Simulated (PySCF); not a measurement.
Job for PySCF: R-HF/STO-3G on CH4BrIn (SMILES [CH3][InH][Br]), a point of a torsion scan.

```python
from pyscf import gto, scf, dft, mp
from pyscf.data.elements import chemcore

mol = gto.M(
    atom='''
    C    -1.18261288   -0.14567762    0.07090219
    In    0.64433013    0.67249925    1.02888557
    Br    1.42867318    2.86308874    0.17060575
    H    -1.27073251    0.36854585   -0.88573940
    H    -2.04802912    0.07838542    0.69136563
    H    -1.10575530   -1.21933290   -0.07986452
    H     1.67021076    0.08481919    2.29981220
    ''',
    basis='sto-3g',
    charge=0, spin=0, verbose=3, max_memory=1800)
mf = scf.RHF(mol)
mf.conv_tol = 1e-8
mf.max_cycle = 100
mf.kernel()
if not mf.converged:
    mf = mf.newton().run(mf.mo_coeff, mf.mo_occ)
```

Task: What total energy does the run end on?

Result: -8267.3549 hartree.
